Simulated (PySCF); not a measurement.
## Cobalt: a sound run and one with changed settings

Sound run: Co⁺ [Ar] 3d8, Co²⁺ [Ar] 3d7. All numbers are calculated (PySCF 2.14, the spin-free X2C one-electron Hamiltonian (Gaussian nucleus), in aug-cc-pVDZ-DK (7s6p4d2f, 59 functions)). The sound run starts from symmetry-adapted Hartree-Fock orbitals and uses a fine grid where one is needed.

Changed run: radial step 1.2 in ln r (0.13 in the sound run). This setting is unsound on purpose.

```tsv
species	method	sound run (hartree)	changed run (hartree)	converged
Co⁺	UHF	-1391.57516	-1391.57516	yes
Co⁺	B3LYP	-1392.99031	-1388.84490	yes
Co⁺	PBE0	-1392.72218	-1388.98776	yes
Co²⁺	UHF	-1391.05154	-1391.05154	yes
Co²⁺	B3LYP	-1392.35005	-1388.18810	yes
Co²⁺	PBE0	-1392.09447	-1388.35776	yes
```

Ionisation energy of Co⁺:

```
method  sound run (eV)  changed run (eV)
   UHF          14.248            14.248
 B3LYP          17.423            17.872
  PBE0          17.081            17.143
```

A coarse radial grid mis-integrates the density and the exchange-correlation energy, with errors of either sign; Hartree-Fock needs no grid.

For comparison, NIST gives 17.084 eV between the lowest levels.
